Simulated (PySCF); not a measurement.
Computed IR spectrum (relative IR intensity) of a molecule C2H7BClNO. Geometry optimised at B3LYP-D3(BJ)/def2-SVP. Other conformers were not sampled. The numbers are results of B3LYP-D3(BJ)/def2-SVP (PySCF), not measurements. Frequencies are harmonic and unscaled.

ν (cm⁻¹): 518 (w), 611 (m), 634 (w), 1026 (w), 1070 (m), 1150 (vw), 1197 (w), 1288 (vs), 1335 (s), 1451 (w), 1465 (m), 1475 (vw), 1489 (w), 1578 (vs), 2987 (m), 3007 (m), 3054 (w), 3064 (w), 3121 (w), 3604 (w) (against the strongest line: vs over 80 %, s over 45 %, m over 15 %, w over 4 %, vw less)

Task: Pick the molecule that these values belong to.
(A) CCOB(N)Cl
(B) CN(C)B(O)Cl
(C) CNB(Cl)OC

Result: C, CNB(Cl)OC
